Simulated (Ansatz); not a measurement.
C$_{2}$H$_{4}$FNOSi (`OC1([SiH3])N=C1F`). The species carries charge 0 and has multiplicity 1.

Z-matrix (Å, degrees):
```
C
Si 1 1.889
N 1 1.609 2 116.2
O 1 1.373 2 111.9 3 -138.2
C 1 1.420 2 125.1 3 55.2
H 2 1.482 1 108.7 3 78.8
H 2 1.484 1 109.6 3 -161.0
H 2 1.482 1 107.2 3 -41.2
H 4 0.964 1 110.5 2 -178.2
F 5 1.307 1 147.9 2 91.0
```

Task: List the harmonic frequencies (cm⁻¹, unscaled) at PBE0-D4/def2-TZVP in Ansatz. (Estimate.)

Result: Computed: 102, 137, 204, 232, 292, 362, 473, 509, 603, 659, 685, 714, 902, 936, 941, 975, 1124, 1326, 1505, 1894, 2242, 2253, 2260, 3809.

Task: Is this a minimum?

Result: Yes, all 24 modes are real.

Task: Give the ideal-gas thermochemistry at 298.15 K and 1 bar (rigid rotor, harmonic oscillator; point group C1, symmetry number 1).

Result: Zero-point energy 150.4 kJ/mol; H(298) − E = 172.0 kJ/mol; entropy 349.3 J/(mol·K), of which translation 166.9, rotation 114.7, vibration 67.7; G(298) − E = 67.8 kJ/mol.

Task: Rotational constants (cm⁻¹)?

Result: 0.1564, 0.06627, 0.05674.
